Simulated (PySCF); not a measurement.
Molecule: SMILES Cn1nccc1OC(F)F, C₅H₆F₂N₂O.

Bonds (- single, = double, # triple, : aromatic): C1-N2, N2:N3, N3:C4, C4:C5, C5:C6, C6-O7, O7-C8, C8-F9, C8-F10, C6:N2. C1 carries H11, H12, H13; C4 carries H14; C5 carries H15; C8 carries H16.

Frames of a GFN2-xTB Langevin trajectory at 600 K; GIAO PBE0/pcSseg-1 shieldings in PySCF 2.14.0 with density-fitted response routines, gas phase, non-relativistic; equivalent atoms averaged within each frame.

Scale: $^{13}$C (186.93 ppm) and $^{1}$H (31.72 ppm) vs TMS; $^{15}$N (267.73 ppm) vs NH3; H2O for $^{17}$O (336.08 ppm); CFCl3 for $^{19}$F (170.95 ppm) (reference shieldings calculated alike). The references are static minima.

How do the shifts (ppm) fluctuate along the trajectory?

Results:


```csv
time (fs),C6,C4,C8,C5,C1,N3,N2,O7,F9/F10,H14
250,163.4,144.5,126.1,105.6,31.3,337.3,217.1,154.5,-78.3,8.25
425,167.3,142.1,128.9,105.2,34.6,352.9,226.2,176.5,-84.1,8.21
625,154.4,142.9,125.5,91.3,36.5,351.0,232.6,145.2,-80.1,8.69
800,155.2,137.7,120.2,100.7,50.5,320.2,221.4,153.0,-78.6,7.10
1000,157.6,145.2,127.9,106.5,41.2,350.8,238.9,164.2,-89.5,7.75
mean of frames,159.6,142.5,125.7,101.8,38.8,342.5,227.2,158.7,-82.1,8.00
standard deviation,5.6,2.9,3.4,6.3,7.4,13.9,8.7,12.0,4.7,0.60
```

5 frames give an uncertainty of the mean of about the standard deviation over 2.2 at best, since frames this close in time may not be independent; classical motion lacks zero-point vibration, and the reference would need the same averaging.
